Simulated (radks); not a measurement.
Spherical quantum dot in the effective-mass picture: electrons in a well V = -V0 / (1 + exp((r - R)/a)) with V0 = 57.7, R = 1.56, a = 0.19, all in effective atomic units (hartree* = m*/eps^2 hartree, bohr* = eps/m* bohr), one dielectric constant everywhere. Calculated with a radial shooting solver with Libxc functionals: non-relativistic Kohn-Sham, PBE, spin-polarised, spherical densities. Levels are named by radial order and angular momentum (1s, 1p, 1d, 2s, ...), and open shells are averaged over m. Results are scaled to m* = 0.546 and eps = 12.3, for which hartree* = 98.2 meV and bohr* = 1.192 nm.

N = 31, configuration 1s2 1p6 1d10 2s2 1f(up 7, down 4). This is the lowest configuration that the search found. Occupied and some empty levels:

level    occupation  eigenvalue (meV)  <r> (nm)
1s up             1           -2425.8    0.9945
1s down           1           -2419.9    0.9910
1p up             3           -2245.0     1.119
1p down           3           -2237.7     1.118
1d up             5           -1991.0     1.211
1d down           5           -1982.9     1.210
2s up             1           -1769.7    0.9292
2s down           1           -1765.8    0.9305
1f up             7           -1678.8     1.286
1f down           4           -1670.3     1.286
2p up             0           -1401.5     1.072
2p down           0           -1396.9     1.073
1g up             0           -1317.4     1.351
1g down           0           -1308.8     1.351
2d up             0           -1002.4     1.187
2d down           0           -997.19     1.187

Energy (meV): total -101824, kinetic 19203, external -160310, Hartree 42761, exchange-correlation -3475.9.
